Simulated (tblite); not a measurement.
A geometry optimisation, step by step.

C₇H₁₁AsO.
Atom-mapped SMILES: `[CH2:1]=[C:2]([CH3:3])[CH2:4][As:5]1[CH2:6][C:7](=[O:8])[CH2:9]1` (hydrogens: H10, H11 on C1; H12, H13, H14 on C3; H15, H16 on C4; H17, H18 on C6; H19, H20 on C9)

Computed with GFN2-xTB (tblite), gas phase: L-BFGS steps from a force-field or distance-geometry start until the largest atomic force falls under 0.01 eV/Å. 9 of its 177 geometries are shown.

Step 0: E = -733.0124 eV, largest atomic force 3.211 eV/Å
```
atom  x, y, z in Å  |  force x, y, z in eV/Å
C1     -2.510   -1.182   -0.094   -0.474   0.350   0.256
C2     -1.508   -0.620    0.575   -0.021  -0.383   0.080
C3     -1.790    0.352    1.692   -0.293   0.388   0.130
C4     -0.082   -0.991    0.244   -0.089  -0.477   1.098
As5     0.411   -0.286   -1.526    0.118  -0.048  -0.103
C6      1.048    1.415   -0.843   -0.552   3.056   0.816
C7      2.522    1.118   -0.604   -0.300  -0.235  -0.106
O8      3.476    1.743   -0.149   -2.134  -1.374  -0.979
C9      2.325   -0.284   -1.159    2.614  -1.462  -0.079
H10    -2.336   -1.896   -0.883   -0.004   0.025  -0.020
H11    -3.551   -0.925    0.138    0.571  -0.213  -0.185
H12    -2.418   -0.138    2.474    0.459   0.451  -0.586
H13    -0.871    0.733    2.169   -0.395  -0.228  -0.215
H14    -2.352    1.223    1.276    0.347  -0.616   0.446
H15     0.613   -0.607    1.029   -0.368  -0.170  -0.520
H16     0.018   -2.103    0.249   -0.086   0.603  -0.086
H17     0.947    2.218   -1.601   -0.048   0.062   0.580
H18     0.543    1.700    0.102    0.123   0.368  -0.517
H19     2.603   -1.054   -0.412    0.327   0.109  -0.511
H20     2.907   -0.405   -2.092    0.205  -0.205   0.499
```

Step 22: E = -733.7681 eV, largest atomic force 0.087 eV/Å
```
atom  x, y, z in Å  |  force x, y, z in eV/Å
C1     -2.535   -1.194   -0.088   -0.006   0.045  -0.055
C2     -1.539   -0.654    0.602    0.028  -0.059   0.057
C3     -1.779    0.350    1.694   -0.030   0.018   0.004
C4     -0.116   -1.018    0.306    0.022   0.019  -0.062
As5     0.430   -0.277   -1.477   -0.028  -0.033   0.013
C6      1.001    1.530   -0.851   -0.029   0.018   0.005
C7      2.421    1.055   -0.639   -0.002   0.009   0.029
O8      3.326    1.636   -0.106   -0.017  -0.022   0.023
C9      2.403   -0.354   -1.186    0.022  -0.013  -0.003
H10    -2.339   -1.897   -0.885    0.016  -0.030   0.015
H11    -3.567   -0.952    0.094    0.020   0.023   0.051
H12    -2.386   -0.081    2.489    0.008  -0.043   0.003
H13    -0.842    0.692    2.128   -0.026   0.022   0.008
H14    -2.321    1.210    1.305   -0.001   0.048  -0.021
H15     0.566   -0.641    1.073   -0.016  -0.070  -0.039
H16    -0.012   -2.107    0.240    0.018   0.056   0.029
H17     0.948    2.316   -1.607    0.025  -0.025   0.001
H18     0.549    1.917    0.064   -0.004   0.017  -0.033
H19     2.789   -1.083   -0.469    0.002  -0.005  -0.032
H20     2.997   -0.437   -2.098   -0.001   0.025   0.007
```

Step 44: E = -733.8657 eV, largest atomic force 0.318 eV/Å
```
atom  x, y, z in Å  |  force x, y, z in eV/Å
C1     -2.513   -1.195   -0.015    0.040   0.094  -0.056
C2     -1.495   -0.664    0.654   -0.030  -0.001   0.017
C3     -1.745    0.372    1.713    0.058   0.075  -0.061
C4     -0.075   -1.036    0.341   -0.064  -0.066   0.009
As5     0.455   -0.293   -1.440   -0.101  -0.113  -0.206
C6      1.027    1.566   -0.986    0.012  -0.041  -0.040
C7      2.274    0.949   -0.422   -0.196  -0.060  -0.173
O8      2.798    1.205    0.628    0.126  -0.007   0.292
C9      2.453   -0.282   -1.264   -0.037   0.052  -0.004
H10    -2.370   -1.935   -0.789    0.060   0.014   0.012
H11    -3.528   -0.881    0.170    0.037  -0.099   0.057
H12    -2.328   -0.038    2.540    0.043   0.037  -0.145
H13    -0.820    0.775    2.114    0.103  -0.038   0.020
H14    -2.300    1.193    1.264   -0.128   0.087   0.120
H15     0.628   -0.743    1.120   -0.040   0.098   0.010
H16    -0.022   -2.121    0.221    0.094  -0.113   0.010
H17     1.208    2.100   -1.917    0.028   0.016  -0.057
H18     0.459    2.194   -0.309   -0.017   0.071   0.146
H19     2.999   -1.098   -0.800    0.032  -0.021   0.094
H20     2.890   -0.058   -2.236   -0.019   0.016  -0.046
```

Step 66: E = -733.9165 eV, largest atomic force 0.040 eV/Å
```
atom  x, y, z in Å  |  force x, y, z in eV/Å
C1     -2.485   -1.183   -0.026   -0.003  -0.004   0.003
C2     -1.473   -0.627    0.628   -0.002   0.000   0.006
C3     -1.693    0.409    1.692   -0.002   0.014   0.002
C4     -0.057   -1.003    0.307   -0.007  -0.016   0.015
As5     0.443   -0.318   -1.503   -0.008  -0.024  -0.004
C6      0.991    1.542   -0.995   -0.002   0.028   0.022
C7      2.172    0.872   -0.365    0.012   0.022   0.031
O8      2.561    1.010    0.769   -0.005  -0.010  -0.004
C9      2.438   -0.286   -1.274   -0.003  -0.010   0.008
H10    -2.311   -1.925   -0.793   -0.013   0.010  -0.003
H11    -3.510   -0.932    0.189    0.007  -0.002  -0.012
H12    -2.235   -0.019    2.534    0.015  -0.021   0.001
H13    -0.749    0.803    2.059    0.004   0.026  -0.007
H14    -2.291    1.233    1.305    0.000   0.012  -0.009
H15     0.639   -0.617    1.053    0.019  -0.003  -0.009
H16     0.041   -2.092    0.277    0.007  -0.015  -0.016
H17     1.243    2.089   -1.903   -0.019   0.003   0.006
H18     0.395    2.159   -0.324    0.001  -0.010  -0.021
H19     2.983   -1.115   -0.825   -0.006   0.022  -0.010
H20     2.892    0.011   -2.219    0.004  -0.023   0.000
```

Step 88: E = -733.9300 eV, largest atomic force 0.241 eV/Å
```
atom  x, y, z in Å  |  force x, y, z in eV/Å
C1     -2.478   -1.117   -0.057   -0.001   0.022  -0.012
C2     -1.436   -0.633    0.604   -0.012   0.063   0.001
C3     -1.566    0.463    1.615   -0.003   0.097   0.194
C4     -0.055   -1.128    0.307    0.019   0.020  -0.085
As5     0.446   -0.381   -1.477    0.219  -0.031   0.025
C6      0.894    1.506   -0.958    0.065  -0.003  -0.042
C7      2.073    0.879   -0.290   -0.137  -0.120  -0.018
O8      2.357    0.974    0.880    0.109   0.037   0.015
C9      2.444   -0.243   -1.211   -0.053   0.059   0.020
H10    -2.345   -1.891   -0.798   -0.047  -0.074  -0.017
H11    -3.480   -0.773    0.122   -0.056   0.016  -0.006
H12    -1.775    0.030    2.602    0.078   0.141  -0.179
H13    -0.639    1.041    1.687   -0.191  -0.136   0.017
H14    -2.389    1.133    1.353    0.111  -0.112   0.099
H15     0.670   -0.830    1.068   -0.064  -0.022  -0.037
H16    -0.058   -2.219    0.215    0.056   0.010   0.031
H17     1.139    2.040   -1.873    0.050   0.046  -0.055
H18     0.270    2.117   -0.316   -0.113   0.019   0.046
H19     3.013   -1.048   -0.749    0.001   0.018  -0.033
H20     2.909    0.092   -2.138   -0.029  -0.048   0.038
```

Step 110: E = -733.9545 eV, largest atomic force 0.078 eV/Å
```
atom  x, y, z in Å  |  force x, y, z in eV/Å
C1     -2.521   -1.073   -0.070    0.019   0.013  -0.029
C2     -1.450   -0.618    0.567    0.018   0.006   0.012
C3     -1.530    0.451    1.611   -0.014   0.016   0.049
C4     -0.079   -1.144    0.264    0.013  -0.023  -0.021
As5     0.506   -0.438   -1.513    0.000   0.066   0.018
C6      0.870    1.464   -0.976   -0.003   0.032  -0.009
C7      2.057    0.894   -0.267    0.027   0.022   0.004
O8      2.364    1.063    0.888   -0.038  -0.019  -0.055
C9      2.474   -0.237   -1.155    0.030  -0.014   0.032
H10    -2.436   -1.852   -0.814   -0.006   0.001  -0.006
H11    -3.511   -0.699    0.131    0.032  -0.008   0.002
H12    -1.521    0.000    2.605   -0.016   0.007  -0.021
H13    -0.670    1.116    1.554   -0.009  -0.016  -0.002
H14    -2.443    1.032    1.500   -0.002  -0.005   0.058
H15     0.642   -0.856    1.030   -0.032   0.004   0.006
H16    -0.099   -2.234    0.191    0.011  -0.036   0.003
H17     1.133    2.026   -1.873    0.000  -0.003   0.021
H18     0.188    2.037   -0.350   -0.002  -0.005  -0.078
H19     3.056   -1.017   -0.666    0.001  -0.005  -0.012
H20     2.966    0.097   -2.069   -0.031  -0.032   0.028
```

Step 132: E = -733.9724 eV, largest atomic force 0.027 eV/Å
```
atom  x, y, z in Å  |  force x, y, z in eV/Å
C1     -2.526   -0.996   -0.105    0.008   0.015   0.005
C2     -1.454   -0.605    0.570   -0.007   0.005  -0.003
C3     -1.513    0.377    1.698   -0.010   0.007   0.006
C4     -0.088   -1.127    0.238    0.004  -0.003   0.009
As5     0.529   -0.457   -1.539    0.003  -0.003  -0.002
C6      0.881    1.471   -1.094    0.000  -0.022   0.001
C7      2.014    0.929   -0.284    0.011  -0.022   0.006
O8      2.244    1.149    0.880   -0.004   0.001  -0.011
C9      2.474   -0.252   -1.084    0.017   0.006  -0.007
H10    -2.449   -1.712   -0.911    0.020   0.011  -0.001
H11    -3.512   -0.634    0.129   -0.006   0.014  -0.007
H12    -1.295   -0.129    2.639    0.001   0.001  -0.001
H13    -0.759    1.154    1.567   -0.013  -0.024  -0.003
H14    -2.495    0.837    1.770    0.000   0.002   0.003
H15     0.634   -0.840    1.004    0.006  -0.001   0.008
H16    -0.109   -2.219    0.172    0.005  -0.008   0.006
H17     1.211    1.965   -2.008   -0.024   0.011   0.003
H18     0.168    2.089   -0.555   -0.013   0.009  -0.007
H19     3.012   -1.010   -0.517   -0.001  -0.003  -0.005
H20     3.025    0.021   -1.982    0.004   0.005   0.001
```

Step 154: E = -733.9804 eV, largest atomic force 0.049 eV/Å
```
atom  x, y, z in Å  |  force x, y, z in eV/Å
C1     -2.461   -0.838   -0.201   -0.020  -0.010  -0.003
C2     -1.424   -0.573    0.581    0.021   0.025  -0.023
C3     -1.508    0.325    1.774    0.005  -0.048   0.002
C4     -0.068   -1.147    0.289    0.013  -0.004  -0.005
As5     0.558   -0.570   -1.520    0.005  -0.012   0.023
C6      0.808    1.384   -1.146   -0.004   0.003  -0.007
C7      1.966    0.929   -0.315    0.007   0.046  -0.016
O8      2.184    1.208    0.839    0.004  -0.012   0.022
C9      2.490   -0.254   -1.070   -0.022  -0.009   0.000
H10    -2.355   -1.480   -1.066   -0.007   0.007   0.020
H11    -3.443   -0.447    0.001   -0.015   0.009  -0.019
H12    -1.181   -0.208    2.666   -0.004  -0.002   0.020
H13    -0.844    1.180    1.645    0.018  -0.015   0.005
H14    -2.522    0.681    1.927   -0.025   0.028  -0.001
H15     0.655   -0.840    1.047    0.014   0.014  -0.016
H16    -0.117   -2.241    0.287    0.004  -0.003   0.000
H17     1.113    1.877   -2.069   -0.014  -0.012  -0.002
H18     0.054    1.973   -0.627    0.025  -0.016  -0.007
H19     3.064   -0.964   -0.478    0.002   0.010  -0.006
H20     3.025    0.014   -1.980   -0.005   0.000   0.014
```

Step 176: E = -733.9863 eV, largest atomic force 0.010 eV/Å
```
atom  x, y, z in Å  |  force x, y, z in eV/Å
C1     -2.415   -0.730   -0.252    0.004   0.006   0.000
C2     -1.418   -0.543    0.600   -0.002   0.000  -0.004
C3     -1.565    0.234    1.869    0.001  -0.006   0.000
C4     -0.048   -1.103    0.337    0.001   0.000   0.001
As5     0.570   -0.628   -1.500    0.005   0.004  -0.002
C6      0.799    1.343   -1.220    0.001   0.004   0.002
C7      1.975    0.944   -0.386   -0.006  -0.006   0.000
O8      2.202    1.277    0.752   -0.005   0.005  -0.003
C9      2.500   -0.270   -1.087    0.003   0.001   0.004
H10    -2.267   -1.293   -1.166   -0.002   0.000   0.004
H11    -3.405   -0.349   -0.069    0.000   0.001   0.003
H12    -1.339   -0.401    2.726   -0.001  -0.001   0.000
H13    -0.856    1.063    1.882   -0.001  -0.003  -0.001
H14    -2.573    0.626    1.978    0.007   0.006  -0.004
H15     0.668   -0.725    1.070    0.006   0.000   0.002
H16    -0.069   -2.195    0.419   -0.003  -0.002  -0.006
H17     1.078    1.802   -2.168    0.000  -0.006  -0.002
H18     0.045    1.939   -0.711   -0.007  -0.001   0.002
H19     3.095   -0.941   -0.470    0.000  -0.001   0.003
H20     3.019   -0.040   -2.016   -0.001  -0.001   0.001
```

Problem. Summarise the path.

Solution. The energy falls by 0.9740 eV from step 0 to step 176; nine tenths of that is first reached at step 47. It rises by more than 0.2 meV at step 34. The largest force goes from 3.211 to 0.010 eV/Å. Among the bonds As5–C6 changes most, from 1.940 to 2.004 Å; the atoms move by 0.669 Å rms after alignment.

Problem. Follow the three bonds and two angles with the largest change from start to end.

Solution. 
```
step  E above end (eV)  largest force (eV/Å)  As5–C6 (Å)  As5–C9 (Å)  C3–H14 (Å)  As5–C6–C7 (°)  As5–C9–C7 (°)
   0            0.9740                 3.211       1.940       1.949       1.118          101.7          101.3
   8            0.2319                 0.184       1.992       1.995       1.091           91.5           91.3
  15            0.2246                 0.121       1.990       1.991       1.089           91.7           91.7
  23            0.2168                 0.083       1.993       1.994       1.088           91.6           91.6
  31            0.1971                 0.240       1.999       1.999       1.088           90.8           90.8
  38            0.1617                 0.160       2.013       2.008       1.091           89.3           89.4
  46            0.1050                 0.996       2.011       2.019       1.088           85.0           84.7
  54            0.0745                 0.072       2.009       2.014       1.090           84.7           84.5
  61            0.0709                 0.053       2.008       2.010       1.090           84.6           84.5
  69            0.0692                 0.035       2.007       2.007       1.089           84.8           84.8
  77            0.0671                 0.052       2.004       2.008       1.089           84.9           84.7
  84            0.0612                 0.124       2.009       2.002       1.090           84.0           84.2
  92            0.0471                 0.075       2.012       2.006       1.087           83.4           83.6
  99            0.0382                 0.068       2.010       2.010       1.088           84.0           84.0
 107            0.0342                 0.118       2.007       2.012       1.087           84.6           84.4
 115            0.0266                 0.105       2.005       2.011       1.087           85.2           84.9
 122            0.0175                 0.091       2.008       2.008       1.089           84.7           84.7
 130            0.0142                 0.034       2.009       2.008       1.088           84.5           84.5
 138            0.0130                 0.036       2.008       2.009       1.087           84.5           84.4
 145            0.0104                 0.054       2.007       2.009       1.087           84.3           84.2
 153            0.0064                 0.048       2.006       2.009       1.086           84.5           84.4
 161            0.0033                 0.059       2.007       2.007       1.086           84.6           84.6
 168            0.0004                 0.039       2.004       2.007       1.087           84.6           84.4
 176            0.0000                 0.010       2.004       2.007       1.087           84.6           84.5
```

What follows is the cost of the whole relaxation. On one thread of an Arm Neoverse N1, shared host, this took 2.5 s.
